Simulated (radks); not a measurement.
Species: Cu. Configuration: [Ar] 3d10 4s1. Method: Dirac Kohn-Sham, HCTH/407, spin-unpolarised, spherical densities, point nucleus; computed with a radial shooting solver on a logarithmic mesh with Libxc functionals.

Spin-orbit splittings of the eigenvalues, e(l+1/2) - e(l-1/2), with zeta = 2 splitting/(2l+1) and mean radii in bohr:

shell  occ.  splitting (eV)  zeta (eV)  <r> j=l-1/2  <r> j=l+1/2
2p        6           20.51      13.68       0.2040       0.2073
3p        6           2.583      1.722       0.7411       0.7518
3d       10          0.2751     0.1100        1.024        1.037
